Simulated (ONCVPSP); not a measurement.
**Hg: variants of one ONCV potential**

Base potential:

```
Element                 : Hg
Generator               : ONCVPSP 4.0.1
Type                    : optimised norm-conserving Vanderbilt (ONCV)
Functional              : PBE
Relativity              : scalar-relativistic
Frozen core             : [Kr] 4d10 4f14
Valence charge          : 20
Reference configuration : 5s2 5p6 5d10 6s2
Partial waves           : 5s+6s: rc 1.45 bohr, ncon 4, nbas 7, qcut 9.6 1/bohr, 2 projectors; 5p: rc 1.65 bohr, ncon 4, nbas 7, qcut 6.4 1/bohr, 2 projectors, debl 1.3 Ha; 5d: rc 1.70 bohr, ncon 4, nbas 8, qcut 8.6 1/bohr, 2 projectors, debl 2 Ha
Local potential         : polynomial inside 1.45 bohr (lpopt 1, dvloc0 0 Ha)
Core correction         : Teter function, fcfact 3, rcfact 1.1
```

In the p channel the program set the typed energies aside and used -2.444, 0.250 Ha.

Cutoffs, loose and tight: the cutoffs (Ha) at which the residual kinetic energy of the hardest occupied pseudo-wave falls to 1 and 0.1 mHa per electron. They do not see the model core or the augmentation charge, which bear on the density cutoff. Test errors are all-electron minus pseudo excitation energies from the reference, over the configurations 5s2 5p6 5d10 6s1; 5s2 5p6 5d10 6s0; 5s2 5p6 5d9 6s0; 5s1 5p6 5d10 6s2. A dash means not determined; rows that change the core or the reference have their own tests.

```tsv
change	outcome	cutoff, loose	cutoff, tight	bound ghosts	GHOST(+) flags above zero	largest test error (meV)
base	generated, projector energies reset by the program	32 Ha	37 Ha	none	none	-263
core correction Teter function, fcfact 3, rcfact 0.96	generated, projector energies reset by the program	32 Ha	37 Ha	none	none	-257
core correction Teter function, fcfact 3, rcfact 1.24	generated, projector energies reset by the program	32 Ha	37 Ha	none	none	-269
core correction Teter function, fcfact 3, rcfact 1.38	generated, projector energies reset by the program	32 Ha	37 Ha	none	none	-272
core correction Teter function, fcfact 3, rcfact 1.54	generated, projector energies reset by the program	32 Ha	37 Ha	none	none	-278
core correction Teter function, fcfact 3, rcfact 1.82	generated, projector energies reset by the program	32 Ha	37 Ha	none	none	-283
core correction Teter function, fcfact 3, rcfact 1.94	generated, projector energies reset by the program	32 Ha	37 Ha	none	none	-286
```

Reading the sweep of the rcfact (base included, trends over the rows without a ghost): The loose cutoff stays near 32 Ha. The median size of the test errors (rows with all tests solved) rises from 16.0 meV at 0.96 to 77.7 meV at 1.94.
